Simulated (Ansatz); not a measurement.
Reaction (ligand exchange at the Si–C bond): `O=COC[SiH2]S` + `O[SiH2]O` → `O[SiH2]O[SiH2]S` + `COC=O`

Gas-phase electronic energies from Ansatz, PBE0-D4/def2-TZVP geometries. CCSD(T)/CBS is the MP2 limit (def2-TZVPP, def2-QZVPP) plus CCSD(T) − MP2 in def2-TZVPP, frozen cores. Functionals use def2-TZVPP. B3LYP here is the variant with VWN-RPA as its local correlation; programs differ in this. Each species was taken in one conformer, which may not be the lowest.

| level | ΔE (kcal/mol) | difference from CCSD(T)/CBS |
| --- | --- | --- |
| PBE-D4 | -29.7 | 3.3 |
| r2SCAN-D4 | -32.8 | 0.2 |
| PBE0-D4 | -31.4 | 1.6 |
| B3LYP-D4 | -33.7 | -0.7 |
| ωB97X-V | -32.9 | 0.1 |
| B2PLYP | -33.6 | -0.6 |
| PBE | -29.3 | 3.7 |
| r2SCAN | -32.8 | 0.2 |
| B3LYP | -33.0 | 0.0 |
| HF/def2-TZVPP | -37.8 | -4.8 |
| MP2/def2-TZVPP | -33.5 | -0.5 |
| CCSD/def2-TZVPP | -33.7 | -0.7 |
| CCSD(T)/def2-TZVPP | -33.0 | 0.0 |
| MP2/def2-QZVPP | -33.6 | -0.6 |
| MP2/CBS(def2) | -33.5 | -0.5 |
| CCSD/CBS(def2) | -33.6 | -0.6 |
| CCSD(T)/CBS | -33.0 | 0 |

Largest T1 diagnostic among the species: 0.015.

From PBE to PBE0 (25 % exact exchange), in def2-TZVPP and without D4, ΔE moves by −1.7 kcal/mol. The D4 term adds −0.8 kcal/mol with B3LYP and −0.4 kcal/mol with PBE0; it sums over pairs of atoms, weighted by their polarisabilities, and B3LYP, whose exchange is more repulsive, gets the larger term.
